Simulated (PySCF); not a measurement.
Write a Z-matrix for `CN(C)C1=CC=CS1` as optimised with PBE0-D3(BJ)/def2-SVP.

Z-matrix in Å and degrees, rows numbered from 1:
```
C 
N   1  1.4377
C   2  1.4385  1  117.98
C   2  1.3745  1  116.97  3  -152.13
C   4  1.3820  2  128.75  1   -10.33
C   5  1.4242  4  112.44  2  -177.44
C   6  1.3648  5  113.61  4    -0.96
S   7  1.7292  6  111.22  5     0.11
H   1  1.1091  2  113.04  3    85.57
H   1  1.1010  2  110.31  3  -153.57
H   1  1.0987  2  109.29  3   -35.35
H   3  1.1091  2  113.38  1   -81.18
H   3  1.1018  2  110.12  1   157.83
H   3  1.0991  2  109.43  1    40.07
H   5  1.0887  4  123.73  2     2.70
H   6  1.0914  5  123.39  4   179.67
H   7  1.0882  6  129.07  5  -179.13
```

Of the pairs four or more bonds apart, S8···H13 is among the closest relative to their van der Waals radii: 2.63 Å, 88 % of the sum of Bondi's values. N2 (aniline-type nitrogen) has angles 118.9°, 118.0° and 117.0°, sum 353.8°, 0.20 Å off the plane of its three neighbours. The C–N distances run from 1.375 Å (N2–C4, drawn single) to 1.439 Å (N2–C3, drawn single), a spread of 0.064 Å. The 5-membered ring C4–C5–C6–C7–S8 has internal angles of 92.0° to 113.6°; it is planar, 0.01 Å rms from its mean plane, widest ring torsion 1°.

The calculation used PBE0-D3(BJ)/def2-SVP geometry optimisation, gas phase (PySCF 2.14.0).

Point group: C1 (no symmetry element, even within 0.4 Å). Stationary, but not proved a minimum.

Time: 86 s. Hardware: one thread of an Arm Neoverse V1 (shared host). These figures are those of the optimisation.
